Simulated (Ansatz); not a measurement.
Start from `C#COC[SiH3]` and change one atom or group to get `N[SiH2]OC[SiH3]`.

Ansatz, PBE0-D4/def2-TZVP geometries, multiplicity 1. Each molecule was computed in one conformer, which needn't be the lowest.

```json
{"property": "HOMO–LUMO gap (B3LYP/def2-TZVPP) / eV", "`C#COC[SiH3]`": "6.88"}
{"property": "LUMO energy (PBE0/def2-TZVPP) / eV", "`C#COC[SiH3]`": "0.36"}
{"property": "size of the dipole moment (PBE/def2-TZVPP) / D", "`C#COC[SiH3]`": "1.70"}
{"property": "HOMO energy (B3LYP/def2-TZVPP) / eV", "`C#COC[SiH3]`": "-6.77"}
{"property": "HOMO–LUMO gap (PBE/def2-TZVPP) / eV", "`C#COC[SiH3]`": "5.24"}
{"property": "LUMO energy (ωB97M-V/def2-TZVPP) / eV", "`C#COC[SiH3]`": "1.91"}
```

Question: Give the same properties after the change, and the shifts. (Estimate.)

Answer: The calculation gave: 
```json
{"property": "HOMO–LUMO gap (B3LYP/def2-TZVPP) / eV", "`N[SiH2]OC[SiH3]`": "7.86", "shift": "0.98"}
{"property": "LUMO energy (PBE0/def2-TZVPP) / eV", "`N[SiH2]OC[SiH3]`": "0.55", "shift": "0.19"}
{"property": "size of the dipole moment (PBE/def2-TZVPP) / D", "`N[SiH2]OC[SiH3]`": "0.73", "shift": "-0.97"}
{"property": "HOMO energy (B3LYP/def2-TZVPP) / eV", "`N[SiH2]OC[SiH3]`": "-7.58", "shift": "-0.81"}
{"property": "HOMO–LUMO gap (PBE/def2-TZVPP) / eV", "`N[SiH2]OC[SiH3]`": "6.13", "shift": "0.89"}
{"property": "LUMO energy (ωB97M-V/def2-TZVPP) / eV", "`N[SiH2]OC[SiH3]`": "2.06", "shift": "0.15"}
```

With PBE0 the HOMO falls by 0.84 eV and the LUMO rises by 0.19 eV, so the gap widens by about 1.03 eV. PBE moves the HOMO by -0.68 eV and ωB97M-V by -0.98 eV. Dipoles are sizes alone; their direction can turn.

B3LYP here is the variant with VWN-RPA as its local correlation; programs differ in this.
